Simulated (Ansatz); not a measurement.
Reaction: ICl (SMILES ICl) → ICl+ (parent SMILES ClI, doublet) + e-
Each species at its own B3LYP-D3(BJ)/def2-TZVP minimum (Ansatz, a program for electronic structure).

Wanted: adiabatic ionisation energy (electronic), in eV. Open shells are spin-unrestricted; no spin-orbit coupling. Cores are frozen in correlated methods (noble-gas shells, and filled d and f shells in the p block). Past Kr the def2 sets carry scalar-relativistic core potentials. CBS(X,Y): correlation extrapolated as X^-3, Hartree-Fock from the larger set. A bracket is a step between two methods taken in the basis named. Spin-orbit terms, left out, reach several kcal/mol for Br and I, and more for heavier atoms. The spin of ClI+ (parent SMILES ClI, doublet) was assumed, and the state is the lowest solution found for it.

CCSD(T)/CBS(def2-TZVPP,def2-QZVPP) + [CCSDT(Q) - CCSD(T)]/def2-TZVPP + [CCSDTQ - CCSDT(Q)]/def2-SVP (Ansatz) gives 10.34 eV.

### Question
What does PBE/def2-TZVPD (Ansatz) give here, and how do the other levels compare?

### Answer
PBE gives 9.96 eV, 0.38 eV below it. Differences of the others: r2SCAN/def2-TZVPD (Ansatz) -0.26; B3LYP/def2-TZVPD (Ansatz) -0.17; PBE0/def2-TZVPD (Ansatz) -0.20; B2PLYP/def2-TZVPD (Ansatz) -0.22; CCSD(T)/CBS(def2-TZVPP,def2-QZVPP) (Ansatz) 0.01 eV.
